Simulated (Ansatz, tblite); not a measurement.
Removing an electron: [WS4]2- (WS4²⁻). Total charge -2; singlet. Geometry: PBE0-D4/def2-SVPD. Ansatz, gas phase; energy differences of separate SCF runs; the oxidised species was run as a doublet alone.

Cartesian coordinates in Å:
```
W 0.000 0.000 0.000
S 0.037 1.248 1.834
S -2.104 -0.410 -0.574
S 1.048 -1.916 0.390
S 1.019 1.078 -1.649
```

In the def2 sets W takes a core potential; there is no spin–orbit coupling. The xTB rows come from tblite. B3LYP takes the VWN-RPA correlation. A multiply charged anion in the gas phase is held together partly by the finite basis. Removing one electron lowers the energy by 0.33 eV at PBE0-D4/def2-TZVPD, so it isn't bound. HOMO above LUMO, or a gap near zero within one spin, warns that the state may not be the lowest or that an electron is smeared out.

```json
{"level": "GFN1-xTB", "−HOMO (eV)": "0.32", "vertical IE (eV)": "2.95", "−LUMO (eV)": "-2.75", "HOMO–LUMO gap (eV)": "3.07", "remarks": "–"}
{"level": "GFN2-xTB", "−HOMO (eV)": "2.11", "vertical IE (eV)": "4.47", "−LUMO (eV)": "-0.03", "HOMO–LUMO gap (eV)": "2.14", "remarks": "–"}
{"level": "PBE-D4/def2-TZVPD", "−HOMO (eV)": "-2.76", "vertical IE (eV)": "-0.56", "−LUMO (eV)": "-5.34", "HOMO–LUMO gap (eV)": "2.58", "remarks": "HOMO above zero (-2 singlet), gap within one spin near zero (-1 doublet)"}
{"level": "revPBE-D4/def2-TZVPD", "−HOMO (eV)": "-2.81", "vertical IE (eV)": "-0.59", "−LUMO (eV)": "-5.30", "HOMO–LUMO gap (eV)": "2.49", "remarks": "HOMO above zero (-2 singlet), gap within one spin near zero (-1 doublet)"}
{"level": "BLYP-D4/def2-TZVPD", "−HOMO (eV)": "-2.91", "vertical IE (eV)": "-0.70", "−LUMO (eV)": "-5.39", "HOMO–LUMO gap (eV)": "2.47", "remarks": "HOMO above zero (-2 singlet), gap within one spin near zero (-1 doublet)"}
{"level": "r2SCAN-D4/def2-TZVPD", "−HOMO (eV)": "-2.56", "vertical IE (eV)": "-0.42", "−LUMO (eV)": "-5.43", "HOMO–LUMO gap (eV)": "2.87", "remarks": "HOMO above zero (-2 singlet)"}
{"level": "B97M-V/def2-TZVPD", "−HOMO (eV)": "-2.47", "vertical IE (eV)": "-0.34", "−LUMO (eV)": "-5.36", "HOMO–LUMO gap (eV)": "2.89", "remarks": "HOMO above zero (-2 singlet)"}
{"level": "B3LYP-D4/def2-TZVPD", "−HOMO (eV)": "-2.00", "vertical IE (eV)": "-0.34", "−LUMO (eV)": "-5.56", "HOMO–LUMO gap (eV)": "3.56", "remarks": "HOMO above zero (-2 singlet)"}
{"level": "PBE0-D4/def2-TZVPD", "−HOMO (eV)": "-1.80", "vertical IE (eV)": "-0.33", "−LUMO (eV)": "-5.72", "HOMO–LUMO gap (eV)": "3.92", "remarks": "HOMO above zero (-2 singlet)"}
{"level": "r2SCAN0-D4/def2-TZVPD", "−HOMO (eV)": "-1.65", "vertical IE (eV)": "-0.28", "−LUMO (eV)": "-5.98", "HOMO–LUMO gap (eV)": "4.32", "remarks": "HOMO above zero (-2 singlet), spin-contaminated (⟨S²⟩ 0.83) (-1 doublet)"}
```

Relaxing the oxidised species (PBE0-D4/def2-SVPD) changes its energy by -0.09 eV at PBE0-D4/def2-TZVPD, so the adiabatic ionisation energy to this nearest minimum is -0.42 eV. At PBE-D4/def2-TZVPD that geometry lies 0.03 eV above the vertical one, so it gives no adiabatic value.  Run but left out: HF/def2-SVPD, MP2/def2-SVPD, CCSD/def2-SVPD, CCSD(T)/def2-SVPD (charge -1 doublet: ⟨S²⟩ 1.37, where a pure state has 0.75).  A HOMO above zero means that the electron is unbound at that level or that self-interaction error raises the level; the energy of removing that electron tells which. Raw xTB energy differences between charge states are shifted by several eV; the methods need an empirical correction for them.
